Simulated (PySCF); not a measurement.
**M06-L on Br²⁺ (bromine, charge +2)**

Configuration: [Ar] 3d10 4s2 4p3, high-spin 4S determinant. All numbers are calculated (PySCF 2.14, the non-relativistic Hamiltonian (point nucleus), in def2-TZVP (6s5p4d1f, 48 functions)).

| Property | Result |
| --- | --- |
| Total energy | -2572.812 hartree |
| One-electron energy | -3551.801 hartree |
| Hartree (Coulomb) energy | 1069.609 hartree |
| Exchange-correlation energy | -90.620 hartree |
| Kinetic energy | 2570.47780 hartree |
| ⟨S²⟩ | 3.7510 |
| ⟨L²⟩ | 0.000 |
| Sum of ⟨r⟩ | 20.64 bohr |
| Sum of ⟨r²⟩ | 25.12 bohr² |
| Density at the nucleus (Gaussians lack the cusp) | 28800 bohr⁻³ |
| Spin density at the nucleus | -0.696 bohr⁻³ |
| Langevin diamagnetic susceptibility | -19.9 ×10⁻⁶ cm³/mol |
| Time after the integrals | 0.81 s of wall time on 1 thread of Intel(R) Xeon(R) Platinum 8259CL CPU @ 2.50GHz (shared host) |

| shell | electrons | mean orbital energy (hartree) | rms radius, mean of both spins (bohr) |
| --- | --- | --- | --- |
| 1s α | 1 | -483.04611 | 0.0506 |
| 1s β | 1 | -483.03718 | 0.0506 |
| 2s α | 1 | -63.29139 | 0.210 |
| 2s β | 1 | -63.28735 | 0.210 |
| 2p α | 3 | -56.99963 | 0.185 |
| 2p β | 3 | -56.98974 | 0.185 |
| 3s α | 1 | -9.60677 | 0.599 |
| 3s β | 1 | -9.59761 | 0.599 |
| 3p α | 3 | -7.37327 | 0.613 |
| 3p β | 3 | -7.36179 | 0.613 |
| 3d α | 5 | -3.44698 | 0.650 |
| 3d β | 5 | -3.43172 | 0.650 |
| 4s α | 1 | -1.58511 | 1.75 |
| 4s β | 1 | -1.43016 | 1.75 |
| 4p α | 3 | -1.09646 | 1.96 |
